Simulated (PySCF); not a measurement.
O$_{2}$Se, charge -1, doublet, at a GFN2-xTB geometry (a state made from the parent by changing its charge; the spin is typed, not shown lowest) (in this run its highest filled SCF level lies above zero, so its values depend strongly on the basis, on diffuse functions most of all); SVWN5/STO-3G (PySCF).

Input for PySCF:
```python
from pyscf import gto, scf, dft

mol = gto.Mole()
mol.atom = '''
    O    -1.361772    0.598247    0.035147
    Se    0.015899   -0.312514   -0.026176
    O     1.294203    0.729935    0.076102
'''
mol.basis = 'sto-3g'
mol.charge = -1
mol.spin = 1
mol.verbose = 4
mol.build()

mf = dft.UKS(mol)
mf.xc = 'lda,vwn'
mf.kernel()
mf.analyze()
```

Output, abridged:

```
PySCF version 2.14.0

[INPUT] verbose = 4
[INPUT] num. atoms = 3
[INPUT] num. electrons = 51
[INPUT] charge = -1
[INPUT] spin (= nelec alpha-beta = 2S) = 1
[INPUT] symmetry False subgroup None
[INPUT] Mole.unit = angstrom
[INPUT] Symbol           X                Y                Z      unit          X                Y                Z       unit  Magmom
[...]
nuclear repulsion = 186.923525288033
number of shells = 14
number of NR pGTOs = 84
number of NR cGTOs = 28
basis = sto-3g
ecp = {}

******** <class 'pyscf.dft.uks.UKS'> ********
method = UKS
initial guess = minao
damping factor = 0
level_shift factor = 0
DIIS = <class 'pyscf.scf.diis.CDIIS'>
diis_start_cycle = 1
diis_space = 8
diis_damp = 0
SCF conv_tol = 1e-09
SCF conv_tol_grad = None
SCF max_cycles = 50
direct_scf = True
direct_scf_tol = 1e-13
number electrons alpha = 26  beta = 25
XC library pyscf.dft.libxc version 7.1.2
    S. Lehtola, C. Steigemann, M. J. T. Oliveira, and M. A. L. Marques,  SoftwareX 7, 1–5 (2018)
XC functionals = lda,vwn
    P. A. M. Dirac,  Math. Proc. Cambridge Philos. Soc. 26, 376 (1930)
    F. Bloch,  Z. Phys. 57, 545 (1929)
    S. H. Vosko, L. Wilk, and M. Nusair,  Can. J. Phys. 58, 1200 (1980)
radial grids:
    Treutler-Ahlrichs [JCP 102, 346 (1995); DOI:10.1063/1.469408] (M4) radial grids

becke partition: Becke, JCP 88, 2547 (1988); DOI:10.1063/1.454033
pruning grids: <function nwchem_prune>
grids dens level: 3
symmetrized grids: False
atomic radii adjust function: <function treutler_atomic_radii_adjust>
small_rho_cutoff = 0
Set gradient conv threshold to 3.16228e-05
tot grids = 48592
init E= -2515.86264734795

cycle= 1 E= -2518.13343666942  delta_E= -2.27  |g|= 0.35  |ddm|= 2.11
cycle= 2 E= -2518.0755258647  delta_E= 0.0579  |g|=  0.4  |ddm|=  1.4
cycle= 3 E= -2518.23729690138  delta_E= -0.162  |g|= 0.0245  |ddm|= 0.922
cycle= 4 E= -2518.23788138042  delta_E= -0.000584  |g|= 0.00166  |ddm|= 0.059
cycle= 5 E= -2518.23787339996  delta_E= 7.98e-06  |g|= 0.00397  |ddm|= 0.0071
cycle= 6 E= -2518.23788269125  delta_E= -9.29e-06  |g|= 0.0013  |ddm|= 0.00699
cycle= 7 E= -2518.23788381781  delta_E= -1.13e-06  |g|= 1.36e-05  |ddm|= 0.0018
cycle= 8 E= -2518.23788381813  delta_E= -3.22e-10  |g|= 2.91e-06  |ddm|= 6.19e-05
Extra cycle  E= -2518.23788381813  delta_E= 7.28e-12  |g|= 3.95e-06  |ddm|= 1.45e-05
converged SCF energy = -2518.23788381813  <S^2> = 0.75018971  2S+1 = 2.0001897
**** SCF Summaries ****
Total Energy =                       -2518.237883818127557
Nuclear Repulsion Energy =             186.923525288033403
One-electron Energy =                -3920.107221716577442
Two-electron Energy =                 1214.945812610416397
Two-electron Coulomb Energy =         1316.021171567944748
DFT Exchange-Correlation Energy =     -101.075358957528380
**** MO energy ****
                             alpha | beta                alpha | beta
[...]
To work with the spin densities directly, `use mulliken_meta_spin()` only printing them here.

 ** Mulliken spin pop alpha/beta on meta-lowdin orthogonal AOs **
 ** Mulliken Spin Density (per AO)  **
spin_pop of  0 O 1s       -0.00000
spin_pop of  0 O 2s        0.00088
spin_pop of  0 O 2px       0.00425
spin_pop of  0 O 2py       0.00655
spin_pop of  0 O 2pz       0.38753
spin_pop of  1 Se 1s        0.00000
spin_pop of  1 Se 2s        0.00000
spin_pop of  1 Se 3s       -0.00000
spin_pop of  1 Se 4s        0.00070
spin_pop of  1 Se 2px      -0.00000
spin_pop of  1 Se 2py      -0.00000
spin_pop of  1 Se 2pz       0.00000
spin_pop of  1 Se 3px      -0.00002
spin_pop of  1 Se 3py      -0.00001
spin_pop of  1 Se 3pz       0.00032
spin_pop of  1 Se 4px      -0.00957
spin_pop of  1 Se 4py      -0.00719
spin_pop of  1 Se 4pz       0.21716
spin_pop of  1 Se 3dxy     -0.00004
spin_pop of  1 Se 3dyz      0.00024
spin_pop of  1 Se 3dz^2    -0.00003
spin_pop of  1 Se 3dxz      0.00000
spin_pop of  1 Se 3dx2-y2    0.00000
spin_pop of  2 O 1s       -0.00000
spin_pop of  2 O 2s        0.00088
spin_pop of  2 O 2px       0.00360
spin_pop of  2 O 2py       0.00718
spin_pop of  2 O 2pz       0.38754
 ** Mulliken Spin Density (per atom)  **
spin density of  0 O =      0.39921
spin density of  1 Se =      0.20158
spin density of  2 O =      0.39921
 ** Mulliken pop alpha/beta on meta-lowdin orthogonal AOs **
 ** Mulliken pop       alpha | beta **
[...]
In total            26.00000 | 25.00000
 ** Mulliken atomic charges   ( Nelec_alpha | Nelec_beta ) **
charge of  0O =     -0.51679  (     4.45800      4.05879 )
charge of  1Se =      0.03357  (    17.08401     16.88242 )
charge of  2O =     -0.51679  (     4.45800      4.05879 )

WARN: System has nonzero charge -1; the dipole moment is origin-dependent.
Location of origin: [0. 0. 0.]

Dipole moment(X, Y, Z, Debye):  0.10508, -2.06550, -0.17301
```
